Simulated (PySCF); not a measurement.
CCl3F, SMILES FC(Cl)(Cl)Cl. Coordinates come from a B3LYP-D3(BJ)/def2-SVP optimisation.

Method: B3LYP-D3(BJ)/def2-SVP run with PySCF.

Harmonic wavenumbers (cm⁻¹): 241, 241, 348, 396, 396, 529, 824, 824, 1143. Rotational constants (GHz): 2.396, 2.396, 1.664; symmetry number 3.

Work out the zero-point energy and the ideal-gas rigid-rotor harmonic-oscillator thermochemistry at 298.15 K and 1 atm.

ZPE = ½ Σ hcν = ½ × 4942 cm⁻¹ = 7.06 kcal/mol. H − E(el) = 10.91 kcal/mol. Entropy in cal/(mol K): translation 40.66, rotation 25.73, vibration 7.73, total 74.13. G − E(el) = -11.19 kcal/mol. Cp = 18.70 cal/(mol K).
